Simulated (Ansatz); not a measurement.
A search over several starts for the lowest SCF solution of Hf2B2 at the given spin, in a small basis.

```yaml
crystal:
  periodic: [false, false, false]
  atoms:
    - {symbol: Hf, position_ang: [0.381234, -0.906760, -1.157957]}
    - {symbol: Hf, position_ang: [-1.438112, -0.174711, 0.458173]}
    - {symbol: B, position_ang: [0.763609, -0.026704, 0.871655]}
    - {symbol: B, position_ang: [0.293269, 1.108165, -0.171881]}
basis:
  gaussian: {orbitals: def2-SVP, initial_orbitals: start.molden}
hamiltonian: {xc: pbe0, dispersion: d4}
output: {orbitals: {seedname: orbitals}}
```

The file start.molden holds the orbitals of an earlier run on this structure, at another level or in another basis.

```sh
$ ansatz run in.yaml --threads 4 --pin off --events-out ev --progress --plain --max-ram 3916MiB
```

Output, abridged:

```
Functional definition: PBE0
1002 factors; their error is unknown
mean field evaluation 1: about -3953.8578 eV, gradient 6.2e1 eV
mean field evaluation 2: about -3953.9998 eV, gradient 7.6e-1 eV
mean field evaluation 4: about -3954.1769 eV, gradient 2.0e-1 eV
mean field evaluation 8: about -3954.1770 eV, gradient 2.4e-5 eV
mean field evaluation 16: about -3954.0032 eV, gradient 7.2e-1 eV
mean field evaluation 32: about -3954.1770 eV, gradient 1.7e-5 eV
mean field -3954.17702304 eV, -145.3133253592 hartree, gradient 2.4e-5 eV, S^2 0.000000; 5 other end points of the search recorded, 0 dependent functions left out
reference -3954.17704943 eV, -145.3133263293 hartree; 17, 17 occupied and 75, 75 virtual orbitals, 1002 factors
Total energy: -3954.27572652 eV, -145.3169526453 hartree
```

Run time 2.7 s (4 threads of Arm Neoverse V1 on a shared host).

In the def2 sets Hf takes a core potential; there is no spin–orbit coupling. The restricted singlet is unstable towards broken spin symmetry at other levels; at PBE0-D4/def2-SVP this wasn't settled. The geometry of the singlet was relaxed on an unsound state (restricted singlet, unstable towards broken spin symmetry). The structure comes from a short search, and lower isomers may exist.
